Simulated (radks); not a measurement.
Problem. Sr2+, 36 electrons, occupied as [Ar] 3d10 4s2 4p5 5p1 (not the ground configuration). Method: Dirac Kohn-Sham, BLYP, spin-unpolarised, spherical densities, finite nucleus; open shells fill j = l - 1/2 first; Fermi nuclear charge, rms radius 4.224 fm; computed with a radial shooting solver on a logarithmic mesh with Libxc functionals.

Spin-orbit splittings of the eigenvalues, e(l+1/2) - e(l-1/2), with zeta = 2 splitting/(2l+1) and mean radii in bohr:

shell  occ.  splitting (eV)  zeta (eV)  <r> j=l-1/2  <r> j=l+1/2
2p        6           68.46      45.64       0.1474       0.1516
3p        6           10.51      7.004       0.4913       0.5017
3d       10           1.835     0.7342       0.4956       0.4993
4p        5               ?          ?        1.485        1.514
5p        1          0.2003     0.1336        3.906        3.962

Estimate the 4p splitting.

Solution. 1.281 eV (zeta = 0.8543 eV).
